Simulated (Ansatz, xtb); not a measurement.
# Ligand exchange: BH(SH)2 + C2H2S → B(SH)3 + C2H2

Species: BH(SH)2, singlet; C2H2S (ethynethiol) `C#CS`, singlet; B(SH)3, singlet; C2H2 (acetylene) `C#C`, singlet. The partners trade H for SH: B–H and C–SH bonds give way to B–SH and C–H.

Shapes, held fixed at every level: PBE0-D4/def2-TZVP. Flexible molecules stand in one conformer, not always the lowest. Programs: Ansatz 0.2.0, xtb 6.7.1. The zero-point and thermal change to 298 K, harmonic and unscaled (PBE0-D4/def2-TZVP), is +3.2 kJ/mol.

```
               level                    kind  ΔH(298 K) (kJ/mol)  less CCSD(T)/CBS estimate  CPU time (sum over the molecules)
            GFN0-xTB          semi-empirical               -18.9                      +75.1                             0.11 s
    SPW92/def2-TZVPP                     LDA               -79.2                      +14.8                              7.5 s
   PBE-D4/def2-TZVPP                     GGA               -81.2                      +12.8                               26 s
 B3LYP-D4/def2-TZVPP           global hybrid               -84.1                       +9.9                               24 s
  PBE0-D4/def2-TZVPP           global hybrid               -85.1                       +8.9                               16 s
  wB97X-V/def2-TZVPP  range-separated hybrid               -87.0                       +7.0                               43 s
    CCSD(T)/def2-SVP   coupled cluster or CI               -93.1                       +0.9                              7.7 s
  CCSD(T)/def2-TZVPP   coupled cluster or CI               -91.5                       +2.5                            2.8 min
CCSD(T)/CBS estimate   coupled cluster or CI               -94.0                        0.0                            8.4 min
```

The highest level, CCSD(T)/CBS estimate, gives ΔH(298 K) = -94.0 kJ/mol; the levels span -94.0 to -18.9. GFN0-xTB strays far from the other rows. The column of differences is taken from that level and isn't an error. No measured value is set beside it here. The CBS estimate extrapolates MP2 from def2-TZVPP and def2-QZVPP and adds CCSD(T) − MP2 in the triple-zeta set, cores frozen. Times are processor times on shared x86 and Arm servers, and rough.
